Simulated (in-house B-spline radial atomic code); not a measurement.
Atomic self-consistent-field run: the iodine ion I⁸⁺ (an excited or competing configuration). Level of theory: scalar-relativistic (X2C) wB97X, spin-polarised, spherical fractional occupations, Fermi nucleus of rms radius 4.75 fm; calculated with a radial B-spline atomic code at the basis-set limit.

Command:
```bash
python run_scf.py task.json out
```
Settings (nuclear radius in fm, mass in u):
```
Z                53
configuration    [Ar] 3d9 4s2 4p6 4d9 5s1
hamiltonian      x2c
method           wb97x
spin_polarised   True
nucleus          fermi
rms_radius       4.75
atomic_mass      126.90447
speed_of_light   137.035999084
```

Output (hartree, bohr):
```
 radial grid: 67 intervals, B-splines of order 8, outer radius 16.6667 bohr

 iter        energy (Eh)    residual
    1       -7044.355078    1.43e+00
    2       -7067.442004    6.77e-01
    3       -7074.638887    1.84e-01
    4       -7075.201502    5.45e-02
    5       -7075.235459    2.42e-02
    6       -7075.245409    1.85e-03
    7       -7075.245442    5.06e-04
    8       -7075.245442    6.72e-05
    9       -7075.245442    4.65e-06
   10       -7075.245442    6.42e-07
   11       -7075.245442    4.77e-07

 total energy                     -7075.24544
 kinetic                            7504.2228
 electron-nucleus                 -16962.2339
 Hartree                            2559.9079
 exact exchange                      -33.3951
 exchange-correlation               -143.7470

 orbital      occ     eigenvalue          <r>       <r^2>       <1/r>       r_max
 1s up      1.000     -1218.6952    0.0266113 0.000969992     59.7244     0.01681
 1s down    1.000     -1218.6888    0.0266112 0.000969983     59.7244     0.01681
 2s up      1.000      -194.4748     0.116584   0.0160911     13.6026     0.09899
 2s down    1.000      -194.3503     0.116545   0.0160804     13.6081     0.09897
 2p up      3.000      -175.3040     0.102165   0.0127549     12.5244     0.07917
 2p down    3.000      -175.2031     0.102116   0.0127421     12.5294     0.07915
 3s up      1.000       -44.1222     0.311329    0.110878     4.84242      0.2845
 3s down    1.000       -43.9864     0.311511    0.110999     4.83709      0.2846
 3p up      3.000       -37.8794     0.308826    0.110654     4.51042      0.2779
 3p down    3.000       -37.7322     0.309055    0.110805     4.50494       0.278
 3d up      5.000       -28.5848      0.28449   0.0955359     4.25012      0.2297
 3d down    4.000       -28.2814     0.285019   0.0959156     4.24358        0.23
 4s up      1.000       -11.7511     0.719527    0.583614     1.97428      0.6687
 4s down    1.000       -11.6705     0.720828    0.585664     1.96938      0.6697
 4p up      3.000        -9.7078     0.761878    0.658994     1.80349      0.6985
 4p down    3.000        -9.6273     0.762521    0.659795     1.80078      0.6995
 4d up      5.000        -6.6616     0.843222    0.820571     1.56285      0.7428
 4d down    4.000        -6.5067     0.844432    0.822277     1.56007       0.745
 5s up      1.000        -4.4069      1.55044     2.67295    0.868408       1.477
```

Run time, properties included: 0.81 s on 1 thread of Arm Neoverse V2, with other jobs on the host.

Caution: exact exchange at fractional occupations of open shells leaves self-interaction of up to several eV.

One-electron X2C: radii and densities carry no picture-change correction, so inner-shell <1/r> comes out high (for 1s by about 2 % at Z = 33, 5 % at 54, 10 % at 75, 30 % at 118) and <r> low.
